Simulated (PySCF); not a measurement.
C3H7FOSi.
Z-matrix (Å and degrees, GFN2-xTB geometry), rows numbered from 1:
```
F 
C   1  1.3799
C   2  1.5347  1  109.45
O   3  1.4009  2  108.85  1  -159.44
Si  4  1.6376  3  115.10  2    23.39
C   2  1.5204  1  112.04  3  -119.64
H   2  1.0962  1  106.11  3   118.96
H   3  1.0960  2  109.01  1   -39.71
H   3  1.0929  2  111.89  1    80.62
H   5  1.4580  4  108.55  3  -119.91
H   5  1.4577  4  110.09  3   113.67
H   6  1.0902  2  108.68  1    35.54
H   6  1.0862  2  111.31  1   -82.72
```

Method: TDDFT PBE0/def2-SVPD, vertical, gas phase, core orbitals frozen in the response in PySCF 2.14.0, density-fitted response routines.

Computed states:

| state | E (eV) | f |
| --- | --- | --- |
| S1 | 6.78 | 0.0008 |
| S2 | 7.37 | 0.028 |
| S3 | 7.45 | 0.023 |
| S4 | 7.93 | 0.010 |
| S5 | 8.00 | 0.024 |
| S6 | 8.17 | 0.015 |

Broadening: Gaussians 0.3 eV wide at half height, area fixed by f = 4.319×10⁻⁹ ∫ε dν̃. The width is an assumption, not a result. The curve ends short of the highest state used, and states not computed would add to its high-energy end.

(1) Give the broadened spectrum and its maxima.

(2) Coming from long wavelengths, where does ε first pass 100 L mol⁻¹ cm⁻¹?

(3) On this curve, what absorbance would a 10⁻³ mol/L sample give at 193 nm over a 1 cm path?

(4) Does any computed singlet lie in the visible range?

Answers

(1) 
```json
{"λ (nm)": "163.7", "ε (L mol⁻¹ cm⁻¹)": "2004"}
{"λ (nm)": "164.3", "ε (L mol⁻¹ cm⁻¹)": "2529"}
{"λ (nm)": "164.9", "ε (L mol⁻¹ cm⁻¹)": "3068"}
{"λ (nm)": "165.5", "ε (L mol⁻¹ cm⁻¹)": "3571"}
{"λ (nm)": "166.0", "ε (L mol⁻¹ cm⁻¹)": "3926"}
{"λ (nm)": "166.6", "ε (L mol⁻¹ cm⁻¹)": "4235"}
{"λ (nm)": "167.2", "ε (L mol⁻¹ cm⁻¹)": "4387"}
{"λ (nm)": "167.8", "ε (L mol⁻¹ cm⁻¹)": "4367"}
{"λ (nm)": "168.4", "ε (L mol⁻¹ cm⁻¹)": "4180"}
{"λ (nm)": "168.9", "ε (L mol⁻¹ cm⁻¹)": "3914"}
{"λ (nm)": "169.5", "ε (L mol⁻¹ cm⁻¹)": "3495"}
{"λ (nm)": "170.1", "ε (L mol⁻¹ cm⁻¹)": "3007"}
{"λ (nm)": "170.7", "ε (L mol⁻¹ cm⁻¹)": "2494"}
{"λ (nm)": "171.3", "ε (L mol⁻¹ cm⁻¹)": "1997"}
{"λ (nm)": "171.9", "ε (L mol⁻¹ cm⁻¹)": "1543"}
{"λ (nm)": "172.4", "ε (L mol⁻¹ cm⁻¹)": "1213"}
{"λ (nm)": "173.0", "ε (L mol⁻¹ cm⁻¹)": "881"}
{"λ (nm)": "173.6", "ε (L mol⁻¹ cm⁻¹)": "619"}
{"λ (nm)": "174.2", "ε (L mol⁻¹ cm⁻¹)": "422"}
{"λ (nm)": "174.8", "ε (L mol⁻¹ cm⁻¹)": "280"}
{"λ (nm)": "175.4", "ε (L mol⁻¹ cm⁻¹)": "182"}
{"λ (nm)": "175.9", "ε (L mol⁻¹ cm⁻¹)": "127"}
{"λ (nm)": "176.5", "ε (L mol⁻¹ cm⁻¹)": "84"}
{"λ (nm)": "177.1", "ε (L mol⁻¹ cm⁻¹)": "59"}
{"λ (nm)": "177.7", "ε (L mol⁻¹ cm⁻¹)": "48"}
{"λ (nm)": "178.3", "ε (L mol⁻¹ cm⁻¹)": "44"}
{"λ (nm)": "178.9", "ε (L mol⁻¹ cm⁻¹)": "46"}
{"λ (nm)": "179.4", "ε (L mol⁻¹ cm⁻¹)": "50"}
{"λ (nm)": "180.0", "ε (L mol⁻¹ cm⁻¹)": "57"}
{"λ (nm)": "180.6", "ε (L mol⁻¹ cm⁻¹)": "63"}
{"λ (nm)": "181.2", "ε (L mol⁻¹ cm⁻¹)": "69"}
{"λ (nm)": "181.8", "ε (L mol⁻¹ cm⁻¹)": "74"}
{"λ (nm)": "182.3", "ε (L mol⁻¹ cm⁻¹)": "76"}
{"λ (nm)": "182.9", "ε (L mol⁻¹ cm⁻¹)": "76"}
{"λ (nm)": "183.5", "ε (L mol⁻¹ cm⁻¹)": "75"}
{"λ (nm)": "184.1", "ε (L mol⁻¹ cm⁻¹)": "71"}
{"λ (nm)": "184.7", "ε (L mol⁻¹ cm⁻¹)": "65"}
{"λ (nm)": "185.3", "ε (L mol⁻¹ cm⁻¹)": "59"}
{"λ (nm)": "185.8", "ε (L mol⁻¹ cm⁻¹)": "52"}
{"λ (nm)": "186.4", "ε (L mol⁻¹ cm⁻¹)": "44"}
{"λ (nm)": "187.0", "ε (L mol⁻¹ cm⁻¹)": "37"}
{"λ (nm)": "187.6", "ε (L mol⁻¹ cm⁻¹)": "30"}
{"λ (nm)": "188.2", "ε (L mol⁻¹ cm⁻¹)": "23"}
{"λ (nm)": "188.8", "ε (L mol⁻¹ cm⁻¹)": "18"}
{"λ (nm)": "189.3", "ε (L mol⁻¹ cm⁻¹)": "14"}
{"λ (nm)": "189.9", "ε (L mol⁻¹ cm⁻¹)": "10"}
{"λ (nm)": "190.5", "ε (L mol⁻¹ cm⁻¹)": "7"}
{"λ (nm)": "191.1", "ε (L mol⁻¹ cm⁻¹)": "5"}
{"λ (nm)": "191.7", "ε (L mol⁻¹ cm⁻¹)": "3"}
{"λ (nm)": "192.2", "ε (L mol⁻¹ cm⁻¹)": "2"}
{"λ (nm)": "192.8", "ε (L mol⁻¹ cm⁻¹)": "2"}
{"λ (nm)": "193.4", "ε (L mol⁻¹ cm⁻¹)": "1"}
{"λ (nm)": "194.0", "ε (L mol⁻¹ cm⁻¹)": "1"}
{"λ (nm)": "194.6", "ε (L mol⁻¹ cm⁻¹)": "0"}
{"λ (nm)": "195.2", "ε (L mol⁻¹ cm⁻¹)": "0"}
{"λ (nm)": "195.7", "ε (L mol⁻¹ cm⁻¹)": "0"}
```

Maxima: 183 nm (6.78 eV), ε about 76, made up of S1 (100%); 167 nm (7.40 eV), ε about 4400, made up of S2 (55%) and S3 (45%) (ε in L mol⁻¹ cm⁻¹; maxima over ε = 5, shares over 10%).

(2) At about 176 nm (7.04 eV), 0.25 eV above S1.

(3) 193 nm is 6.424 eV, where ε is about 1.4 L mol⁻¹ cm⁻¹, so A = ε c l ≈ 0.0014 (Beer–Lambert, with the gas-phase spectrum and the assumed width).

(4) No computed singlet lies in the visible range (380 to 750 nm); the lowest, at 183 nm, stands 3.52 eV above its violet end (3.26 eV).

The run took 20 s of wall time on one thread, Arm Neoverse V2 (aarch64), no GPU (shared host), and the process peaked at 0.75 GiB of memory.

One conformer stands for the species.

Without π bonds the low states may be Rydberg-like; a valence basis with one diffuse set may place them up to an eV too high.
